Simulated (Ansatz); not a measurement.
Start from `BC([SiH3])BCl` and change one atom or group to get `BC(F)[SiH3]`.

Ansatz, PBE0-D4/def2-TZVP geometries, multiplicity 1. Each molecule was computed in one conformer, which needn't be the lowest.

```csv
property,`BC([SiH3])BCl`
LUMO energy (PBE0/def2-TZVPP) / eV,-1.31
HOMO–LUMO gap (PBE0/def2-TZVPP) / eV,7.19
HOMO–LUMO gap (PBE/def2-TZVPP) / eV,4.85
HOMO energy (ωB97M-V/def2-TZVPP) / eV,-10.78
size of the dipole moment (B3LYP/def2-TZVPP) / D,1.36
HOMO energy (B3LYP/def2-TZVPP) / eV,-8.26
```

What does the change do to each property? (Best estimate.)

Computed: 
```csv
property,`BC(F)[SiH3]`,shift
LUMO energy (PBE0/def2-TZVPP) / eV,-1.55,-0.24
HOMO–LUMO gap (PBE0/def2-TZVPP) / eV,6.87,-0.32
HOMO–LUMO gap (PBE/def2-TZVPP) / eV,4.51,-0.34
HOMO energy (ωB97M-V/def2-TZVPP) / eV,-10.68,0.10
size of the dipole moment (B3LYP/def2-TZVPP) / D,1.57,0.21
HOMO energy (B3LYP/def2-TZVPP) / eV,-8.20,0.06
```

With PBE0 the HOMO rises by 0.08 eV and the LUMO falls by 0.24 eV, so the gap narrows by about 0.32 eV. PBE moves the HOMO by 0.13 eV and ωB97M-V by 0.10 eV. Dipoles are sizes alone; their direction can turn.

B3LYP here is the variant with VWN-RPA as its local correlation; programs differ in this.
